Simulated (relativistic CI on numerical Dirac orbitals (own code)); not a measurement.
**Energy levels of Te⁵¹⁺**

Calculated at this level of theory: Dirac equation for one electron, model QED (radiative potential, 1s self-energy scaled to tabulated hydrogen-like ionisation energies) (own radial code, finite nucleus).

Configuration list: 1s, 2s, 2p, 3s, 3p, 3d, 4s, 4p, 4d, 4f, 5s, 5p, 5d, 5f, 5g, 6s, 6p, 6d. Levels of other configurations are missing.

The lowest level is 1s ²S1/2, with 100 % of that term; Hund's rules for 1s give ²S with J = 1/2, in agreement.

```csv
No.,Configuration,Term,J,E (eV),%,Landé g,Lifetime (s)
1,1s,²S,1/2,0.0,100,1.903,
2,2p,²P°,1/2,28532.2,100,0.641,2.15e-16
3,2s,²S,1/2,28538.5,100,1.977,
4,2p,²P°,3/2,28896.8,100,1.315,2.26e-16
5,3p,²P°,1/2,33931.8,100,0.655,7.28e-16
6,3s,²S,1/2,33933.7,100,1.991,1.63e-14
7,3d,²D,3/2,34039.9,100,0.791,1.96e-15
8,3p,²P°,3/2,34040.2,100,1.325,7.34e-16
9,3d,²D,5/2,34073.6,100,1.192,2.08e-15
10,4p,²P°,1/2,35806.5,100,0.660,1.72e-15
11,4s,²S,1/2,35807.3,100,1.996,2.39e-14
12,4d,²D,3/2,35852.0,100,0.795,4.53e-15
13,4p,²P°,3/2,35852.1,100,1.329,1.71e-15
14,4f,²F°,5/2,35866.2,100,0.852,9.64e-15
15,4d,²D,5/2,35866.2,100,1.196,4.80e-15
16,4f,²F°,7/2,35873.2,100,1.139,9.81e-15
17,5p,²P°,1/2,36667.8,100,0.662,3.36e-15
18,5s,²S,1/2,36668.2,100,1.998,3.77e-14
19,5d,²D,3/2,36691.0,100,0.796,8.67e-15
20,5p,²P°,3/2,36691.1,100,1.331,3.30e-15
21,5f,²F°,5/2,36698.3,100,0.854,1.85e-14
22,5d,²D,5/2,36698.3,100,1.197,9.21e-15
23,5g,²G,7/2,36701.9,100,0.886,3.17e-14
24,5f,²F°,7/2,36701.9,100,1.140,1.89e-14
25,5g,²G,9/2,36704.0,100,1.108,3.19e-14
26,6p,²P°,1/2,37133.0,100,0.663,5.80e-15
27,6s,²S,1/2,37133.3,100,2.000,5.79e-14
28,6d,²D,3/2,37146.4,100,0.797,1.48e-14
29,6p,²P°,3/2,37146.4,100,1.332,5.67e-15
30,6d,²D,5/2,37150.6,100,1.198,1.57e-14
```

Energies count from the lowest computed level; ° marks odd parity; lifetimes are radiative, by E1, M1, E2, M2 decay to levels of this space only; some are left blank where a channel outside the calculation adds to the decay or the decay crosses a small, uncertain gap.
